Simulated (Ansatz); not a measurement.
System: CH₂F, charge 1, singlet. CH2F+ (parent SMILES F[CH2], singlet).
B3LYP-D3(BJ)/def2-TZVP minimum from Ansatz (a first-principles code):
```xyz
4

C     -0.5912     0.0468     0.0149
F      0.6360    -0.0504    -0.0160
H     -1.1657    -0.8863     0.0265
H     -1.0115     1.0588     0.0283
```
Charge +1, spin multiplicity 1.

Total energies in aug-cc-pVDZ, 12 correlated electrons, 2 frozen orbitals. Open shells are spin-unrestricted; no spin-orbit coupling. Correlated methods leave the cores frozen. No relativity. The spin of CH2F+ (parent SMILES [CH2]F, singlet) was assumed, and the state is the lowest solution found for it.

```
method    program  energy (Eh)  minus CCSDT(Q) (mEh)
--------  -------  -----------  --------------------
HF         Ansatz   -138.11070                342.77
MP2        Ansatz   -138.42599                 27.48
CCSD       Ansatz   -138.44325                 10.22
CCSD(T)    Ansatz   -138.45235                  1.12
CCSDT(Q)   Ansatz   -138.45347                  0.00
```

Rough core times of Ansatz's runs on a shared machine: CCSD(T) under 20 s, CCSDT(Q) 60 s.
